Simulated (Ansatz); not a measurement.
# C3H9BrOSi: where a starting geometry ends

The starting geometry of this gas-phase triplet was optimised with GFN2-xTB as a singlet; its bonds are those of `CC(C)O[SiH2]Br`.

```csv
atom,x (Å),y (Å),z (Å)
C,-2.8107,-0.3146,1.6714
C,-2.3309,0.6380,0.5837
C,-3.2097,0.5798,-0.6600
Br,0.1341,3.0310,-0.7332
O,-1.0159,0.2754,0.2179
Si,0.3804,1.0545,0.2417
H,-2.8055,-1.3349,1.2953
H,-2.1528,-0.2596,2.5362
H,-3.8193,-0.0523,1.9780
H,-2.3304,1.6652,0.9733
H,-3.1940,-0.4248,-1.0764
H,-2.8403,1.2759,-1.4095
H,-4.2312,0.8468,-0.4060
H,0.8594,1.3868,1.5747
H,1.2153,0.2292,-0.5981
```

Task: Predict what it relaxes into with PBE-D3(BJ)/def2-SVP.

Result: It rearranges, giving a structure with H10 bridging Br4 and C2, given below by its coordinates. Distances that change by over a tenth: C2–H10 (1.10 → 1.23 Å). Contacts that open: Br4–Si6 (2.22 → 3.83 Å). Contacts that close: Br4–H10 (3.29 → 1.83 Å).

The energy falls by 3.08 eV over 25 steps:

| step | E − E(last) (eV) |
| --- | --- |
| 1 | 3.082 |
| 4 | 0.787 |
| 6 | 0.537 |
| 9 | 0.307 |
| 12 | 0.164 |
| 14 | 0.068 |
| 17 | 0.012 |
| 20 | 0.002 |
| 22 | 0.001 |
| 25 | 0.000 |

Final geometry (Å):

```yaml
atoms:
  - { symbol: C, position_ang: [-2.9117, -0.0840, 1.7218] }
  - { symbol: C, position_ang: [-2.1603, 0.4983, 0.5415] }
  - { symbol: C, position_ang: [-2.9010, 0.5211, -0.7869] }
  - { symbol: Br, position_ang: [-1.7145, 3.4876, 0.9137] }
  - { symbol: O, position_ang: [-0.8879, -0.0450, 0.4575] }
  - { symbol: Si, position_ang: [0.4976, 0.6084, -0.3086] }
  - { symbol: H, position_ang: [-3.1025, -1.1643, 1.5454] }
  - { symbol: H, position_ang: [-2.3156, 0.0154, 2.6487] }
  - { symbol: H, position_ang: [-3.8821, 0.4296, 1.8597] }
  - { symbol: H, position_ang: [-2.0245, 1.6896, 0.8067] }
  - { symbol: H, position_ang: [-3.0869, -0.5203, -1.1259] }
  - { symbol: H, position_ang: [-2.3026, 1.0430, -1.5600] }
  - { symbol: H, position_ang: [-3.8703, 1.0452, -0.6848] }
  - { symbol: H, position_ang: [1.1021, 1.6580, 0.5929] }
  - { symbol: H, position_ang: [1.4087, -0.5862, -0.4328] }
```

No frequencies were run, so the end isn't proven a minimum. Open shells are spin-unrestricted. The triplet needn't be the ground state. Run with Ansatz 0.2.0, 3 min on 4 threads of Arm Neoverse V1 (shared host).
